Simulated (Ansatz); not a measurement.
H5BSi2, SMILES `[H]/B=[SiH]\[SiH3]` (charge 0, multiplicity 1).

Cartesian coordinates (Å):
SMILES: [SiH](=B/[H])/[SiH3]
```xyz
8

B      1.9639    -0.0160    -0.6639
Si     0.7872    -0.6319     0.5997
Si    -1.2693     0.3514     0.1706
H      2.7577     0.5770    -1.3101
H      0.8908    -2.0617     0.9834
H     -2.1599    -0.5211    -0.6403
H     -0.9948     1.6091    -0.5745
H     -1.9755     0.6932     1.4350
```
Charge 0, spin multiplicity 1.

Frozen-core energies in 6-31g from Ansatz (a quantum-chemistry and plane-wave program) at a geometry from PBE0-D3(BJ)/def2-TZVP; the HF reference has <S^2> = 0.00 (restricted, and unstable towards unrestricted orbitals) and the T1 diagnostic is 0.017.

```json
[
 {"level": "HF", "energy (Ha)": "-605.22355"},
 {"level": "MP2", "energy (Ha)": "-605.38413"},
 {"level": "CCSD", "energy (Ha)": "-605.43041"},
 {"level": "CCSD(T)", "energy (Ha)": "-605.43631"}
]
```

Question: Estimate the energies of CCSDT, CCSDT(Q) and CCSDTQ, and give each level's difference from CCSDTQ.

Answer: 
```
level     energy (Ha)  difference from CCSDTQ (mHa)
--------  -----------  ----------------------------
MP2        -605.38413                         53.73
CCSD       -605.43041                          7.46
CCSD(T)    -605.43631                          1.56
CCSDT      -605.43753                          0.33
CCSDT(Q)   -605.43786                          0.00
CCSDTQ     -605.43786                          0.00
```
